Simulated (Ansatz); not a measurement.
Species: sum formula BNH2Cl2 (charge 0, singlet). 
Geometry from a B3LYP-D3(BJ)/def2-TZVP (Ansatz, an electronic-structure program) optimisation:
SMILES: NB(Cl)Cl
```xyz
6

B     -0.3399    -0.0733     0.0373
Cl     0.1805     1.5754    -0.3440
Cl     0.8739    -1.3479     0.2283
N     -1.6864    -0.3638     0.1851
H     -2.4032     0.3349     0.0837
H     -2.0181    -1.2886     0.4015
```

Total electronic energies in hartree. Correlated levels leave the core frozen unless marked. No spin-orbit coupling. Non-relativistic unless marked X2C. CBS marks a two-point X^-3 extrapolation of the correlation energy; Hartree-Fock from the larger set. The bracket is a focal-point correction in the basis named.

```csv
level,program,energy (Eh)
HF/aug-cc-pV(T+d)Z,Ansatz,-999.51379
PBE-D3(BJ)/def2-TZVPD,Ansatz + dftd3,-1000.92716
HSE06-D3(BJ)/def2-TZVPD,Ansatz + dftd3,-1000.98836
wB97X-V/def2-TZVPD,Ansatz,-1001.24445
MP2/aug-cc-pV(T+d)Z,Ansatz,-1000.21529
MP2/cc-pV(T+d)Z,Ansatz,-1000.19918
X2C-CCSD(T)/cc-pVTZ-DK,Ansatz,-1003.11812
"RI-MP2/CBS(cc-pV(T+d)Z,cc-pV(Q+d)Z)+[CCSD(T)-MP2]/cc-pV(Q+d)Z",Ansatz,-1000.3848
"CCSD(T)/CBS(cc-pV(T+d)Z,cc-pV(Q+d)Z)",Ansatz,-1000.3844
```

Totals of different functionals don't rank their quality; only differences between species are comparable.
